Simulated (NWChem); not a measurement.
Molecule: C₂H₉BGe; SMILES [GeH3][B](C)C

Computed with NWChem. Pople sets run with spherical d functions. Coordinates come from a PBE0/def2-SVP optimisation. Level PBE0/6-31G*: single points from the atomic guess with DIIS by default; each run changes one setting, and all converged runs end within 0.3 mHa of each other.

```tsv
setting	SCF iterations
defaults	6
DIIS on 3 Fock matrices	7
level shift of 0.5 Ha throughout	8
70 % damping for 30 cycles	29
no level shifting	6
occupation smearing of 0.005 Ha	6
```
